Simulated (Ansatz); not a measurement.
Al3P3H12 (started as a model of: (H2Al-mu-PH2)3). The state is a singlet with charge 0. Geometry PBE-D4/def2-SVP, basis def2-TZVP, Ansatz.

```csv
run,HOMO (eV),LUMO (eV)
A,-7.00,-1.83
B,-7.82,-1.18
C,-6.72,-1.98
D,-6.58,-1.81
E,-10.44,2.00
```

The runs used BLYP, HF, PBE, PBE0, r2SCAN. Estimate which is which.

A r2SCAN (0 % exact exchange); B PBE0 (25 % exact exchange); C PBE (0 % exact exchange); D BLYP (0 % exact exchange); E HF (100 % exact exchange). Exact exchange lowers occupied and raises empty levels; among semilocal functionals meta-GGAs tend to open the gap a little, and such runs are hard to tell apart. The gap grows from 4.73 eV (PBE) to 12.44 eV (HF).
